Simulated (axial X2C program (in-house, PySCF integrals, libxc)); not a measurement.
# Spin–orbit effects down a group: molecules with Zr (ions), PBE0

Computed with an in-house relativistic program for diatomic molecules, spin-free (one-electron X2C) or two-component (2c: spin–orbit coupling with atomic mean-field Coulomb and Gaunt terms, which also bring small scalar terms), in Dyall basis sets with cores contracted in-house; open shells are unrestricted.

Basis sets: H dyall-v3z, Li dyall-cv3z, Na dyall-cv3z, Zr dyall-cv3z.

```
molecule  spin-free state  Re (Å)  ωe (cm⁻¹)  De (eV)  2c state  Re 2c (Å)  ωe 2c (cm⁻¹)  De 2c (eV)
    ZrH⁺   M_S = 1, Λ = 2   1.802     1764.9     2.53     Ω = 1      1.802        1763.8         n/a
   LiZr⁺   M_S = 1, Λ = 2   3.130      265.8     1.26     Ω = 1      3.130         265.7         n/a
   NaZr⁺   M_S = 1, Λ = 2   3.443      136.2     0.93     Ω = 1      3.442         136.2         n/a
```

(1) Work out the shifts from the spin-free to the two-component result.

Fragments in 2c: Zr+ + H, Zr + Li+, Zr + Na+. Each entry is the lowest single determinant of a limited PBE0 search at one distance. De goes to single-determinant-based atoms at the same level (for ions the charge split of lowest energy) and is withheld (n/a) where an atom does not fit its ground term or J level. Main or longest-lived isotopes. One determinant is a doubtful description, or other states lie close, for ZrH⁺, LiZr⁺, NaZr⁺; these need not be ground states, and all values refer to the states named. With several unpaired electrons the Ω given is that of one determinant, not necessarily of the lowest component. The functionals have no current term, which raises determinants with orbital currents. Where the atoms have a lower orbital projection than the molecule, De at mean-field level may be about a tenth of an eV too small.

Results:

(1) 

```
molecule  2c state  ΔRe (Å)  Δωe (cm⁻¹)  ΔDe (eV)
    ZrH⁺     Ω = 1    0.000        -1.1       n/a
   LiZr⁺     Ω = 1    0.000        -0.1       n/a
   NaZr⁺     Ω = 1   -0.001         0.0       n/a
```

Shifts of one unit in the last digit are rounding.
